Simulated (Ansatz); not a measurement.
Basis-set extrapolation for B₂H₄O₅ (`OB(O)OB(O)O`) (PBE0-D4/def2-TZVP geometry, frozen core, Ansatz). Multiplicity 1, RHF reference.

|  | def2-TZVPP | def2-QZVPP |
| --- | --- | --- |
| HF | -426.557766 | -426.578225 |
| MP2 correlation | -1.368856 | -1.479809 |
| CCSD(T) correlation | -1.432036 | not run |

Energies in hartree. Use E(X) = E(∞) + A·exp(−7.88·√X) for Hartree–Fock and E(X) = E(∞) + B·X^(−2.97) for correlation, with X = 3 and 4, and add CCSD(T) minus MP2 of the smaller set to the MP2 limit.

Problem. What is the CCSD(T) energy at the basis-set limit?

Solution. HF limit: -426.578225 + (-0.020459) × 0.13774 = -426.58104. MP2 limit: -1.479809 + (-0.110953) × 0.74074 = -1.56200. Higher-order term: -1.432036 − (-1.368856) = -0.06318. Total: -428.20622 hartree, 568.2 kJ/mol below CCSD(T)/def2-TZVPP.
